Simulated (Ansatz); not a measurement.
Consider the substitution at a C–B bond: `B/C=N/C` + `N[SiH3]` → `C/N=C/N[SiH3]` + BH₃.

Isolated molecules relaxed with PBE0-D4/def2-TZVP in Ansatz; ΔE leaves out vibrations. CCSD(T)/CBS is the MP2 limit (def2-TZVPP, def2-QZVPP) plus CCSD(T) − MP2 in def2-TZVPP, frozen cores. This one scheme is used for every species. Double bonds are as drawn, so ΔE can hold a change between cis and trans. Functionals use def2-TZVPP. B3LYP here is the variant with VWN-RPA as its local correlation; programs differ in this. Each species was taken in one conformer, which may not be the lowest.

```csv
level,ΔE (kJ/mol),difference from CCSD(T)/CBS
PBE-D4,1.1,-5.7
r2SCAN-D4,-0.2,-7.0
ωB97X-V,-1.5,-8.3
ωB97M-V,2.4,-4.4
PBE,5.8,-1.0
B3LYP,7.6,0.8
HF/def2-TZVPP,2.6,-4.2
CCSD/def2-TZVPP,5.6,-1.2
MP2/def2-QZVPP,0.5,-6.3
CCSD/CBS(def2),7.6,0.8
CCSD(T)/CBS,6.8,0
```

Largest T1 diagnostic among the species: 0.013.

The D4 term adds −7.3 kJ/mol with B3LYP and −4.2 kJ/mol with PBE0; it sums over pairs of atoms, weighted by their polarisabilities, and B3LYP, whose exchange is more repulsive, gets the larger term.
